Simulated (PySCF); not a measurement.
C₃H₂Cl₂F₂. Atoms are numbered in the order given.

```xyz
9

F      0.2638    -2.4735     1.0953
C     -0.0873    -1.7442     0.0000
F      0.2638    -2.4735    -1.0953
C      0.6630    -0.4523     0.0000
C      0.1051     0.7627     0.0000
Cl    -1.6106     1.0420     0.0000
Cl     1.0573     2.2093     0.0000
H     -1.1803    -1.6130     0.0000
H      1.7526    -0.5317     0.0000
```
Charge 0, spin multiplicity 1.

Geometry: B3LYP-D3(BJ)/def2-SVP. Other conformers were not sampled.

Computed with PBE/def2-TZVP run with PySCF.

Gas-phase values at a fixed geometry.

Computed frontier levels, gap, dipole moment and polarisability:
```
Item                                                                                                            Value
---------------------------------------------------------------------------------------------  ----------------------
highest occupied level                                                                                       -6.85 eV
lowest empty level                                                                                           -2.23 eV
orbital gap                                                                                                   4.62 eV
dipole moment                                                                                                  1.14 D
quadrupole, principal values (traceless, Buckingham form, about the centre of nuclear charge)  -5.71, -2.04, 7.75 D·Å
mean static polarisability                                                                       64.6 bohr³ (9.57 Å³)
polarisability, principal values                                                               43.1, 67.5, 83.1 bohr³
```
